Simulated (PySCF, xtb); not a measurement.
Tl(I) anion (ITl), SMILES [I][Tl] (connectivity only; charge and spin as stated), charge -1, multiplicity 2.

Harmonic wavenumbers (cm⁻¹) from GFN2-xTB run with xtb at its own minimum, in rising order: 134.

Q: What does PBE0-D3(BJ)/def2-TZVPD (PySCF 2.14.0) give at its own minimum? (The exact figures need the calculation; the answer reports its results.)

A: 94. Paired by order, the mean absolute difference is 40 cm⁻¹ and the zero-point energies are 0.2 and 0.1 kcal/mol.
